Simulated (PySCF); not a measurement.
# LiSe⁻ at RHF

Level: RHF. PySCF, spin-free X2C with a Gaussian nucleus, basis sets Li aug-cc-pVDZ-DK, Se aug-cc-pVDZ-DK.

```json
{
  "state": "¹Σ⁺ (singlet), closed shell",
  "bond length": "2.192 Å",
  "harmonic wavenumber": "585 cm⁻¹",
  "force constant": "1.30 mdyn/Å",
  "rotational constant Be": "0.5438 cm⁻¹",
  "anharmonicity ωexe": "3.25 cm⁻¹",
  "vibration–rotation constant αe": "0.00471 cm⁻¹",
  "HOMO–LUMO gap": "3.61 eV",
  "bond order (Mayer)": "1.74",
  "dipole moment (positive dipole points towards Se; it is taken about the centre of mass and depends on that origin)": "-5.46 D"
}
```

Hartree–Fock leaves out correlation, which carries a large part of most bond energies and some tenths to 1 eV of ionisation energies.
